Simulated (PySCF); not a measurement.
Work out the structure from these simulated measurements.

Elements present: C, H, N, O and Si. Monoisotopic mass: 137.0508 u.

- Rotational structure: rotational constants A, B, C: 2.201, 1.104, 0.932 GHz [GFN2-xTB]
- 1H NMR: chemical shifts (computed TMS as zero) by class: 3.91 (3 H), 3.40 (3 H), 2.99 (1 H), 2.84 (1 H), 1.57 (1 H), 0.76 (2 H) ppm [GIAO PBE0/pcSseg-1]
- 13C NMR: chemical shifts (computed TMS as zero) by class: 65.4 (1 C), 64.6 (1 C), 53.0 (1 C) ppm [GIAO PBE0/pcSseg-1]
- NMR, other nuclei: isotropic shieldings of nuclei other than C and H, by class: 241 (1 N), 292 (1 O), 308 (1 O), 335 (1 O), 390 (1 Si) ppm [GIAO PBE0/pcSseg-1]
- Dipole: 1.43 D [PBE0/pcSseg-1]

Gas-phase values; electronic properties from PySCF, density fitting. Levels stand in brackets. The structure is a single GFN2-xTB conformer in the gas phase; no vibrational or solvent corrections. NMR classes are plain means over equivalent atoms (diastereotopic ones count apart unless rotation or inversion swaps them), as if these changed places fast.

Question: Which formula fits the mass and the elements?

Answer: C3H11NO3Si (calculated 137.0508). No other formula that holds each of these elements comes within 0.0003 u with a fitting electron parity and a possible valence count.

Question: What is the compound? Reason from the data.

Answer: Numbering: `[CH3:1][O:2][CH2:3][Si@:4]([NH2:5])([OH:6])[O:7][CH3:8]`. Its formula, C3H11NO3Si, gives 0 degrees of unsaturation, so no ring and no π bond. 3 carbons fall into 3 classes; from least to most shielded: methoxy carbon [C1] (65.4 ppm), sp3 carbon bound to oxygen [C3] (64.6 ppm), methoxy carbon [C8] (53.0 ppm). Hydrogen classes from least to most shielded: 3 H on a methoxy carbon, C8 (3.91 ppm), 3 H on a methoxy carbon, C1 (3.40 ppm, a mean of values up to 0.7 ppm apart in this geometry), 1 H on an sp3 carbon bound to oxygen, C3 (2.99 ppm), 1 H on an sp3 carbon bound to oxygen, C3 (2.84 ppm), 1 H on a silanol oxygen, O6 (1.57 ppm), 2 H on a silicon-bound nitrogen, N5 (0.76 ppm). The other shieldings belong to: 241 ppm, silicon-bound nitrogen [N5]; 292 ppm, silanol oxygen [O6]; 308 ppm, silyl ether oxygen [O7]; 335 ppm, ether oxygen [O2]; 390 ppm, oxygen-bound silicon [Si4]. The optimised geometry has point group C1 and is an asymmetric top. Structure: `COC[Si@](N)(O)OC`. The assignments are read from this structure; whether some other isomer fits the data as well wasn't checked. The mirror image fits equally.
